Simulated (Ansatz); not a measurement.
Consider the redistribution: `F[SiH](F)Br` + `[F][Ge]1([Cl])[CH]=[CH]1` → `F[Si](F)(F)Br` + `[Cl][GeH]1[CH]=[CH]1`.

Isolated molecules relaxed with PBE0-D4/def2-TZVP in Ansatz; ΔE leaves out vibrations. CCSD(T)/CBS is the MP2 limit (def2-TZVPP, def2-QZVPP) plus CCSD(T) − MP2 in def2-TZVPP, frozen cores. DFT in def2-TZVPP. For Br, Ge outer-core shells are correlated without core-valence functions, which leaves a few kJ/mol of doubt a bond. Scalar relativity is left out up to krypton.

```
   level  ΔE (kJ/mol)
BHLYP-D4       -106.1
  revPBE        -92.3
```

(1) What does CCSD(T)/CBS give? (Estimate.)

Largest T1 diagnostic among the species: 0.012.

Answers

(1) The calculation gave: -107.4 kJ/mol. The listed levels differ from it by 1.3, 15.1 kJ/mol.

From BLYP to BHLYP (50 % exact exchange), in def2-TZVPP and without D4, ΔE moves by −11.1 kJ/mol. At CCSD(T), def2-SVP lies +25.5 kJ/mol from the extrapolated value and def2-TZVPP +4.0 kJ/mol.
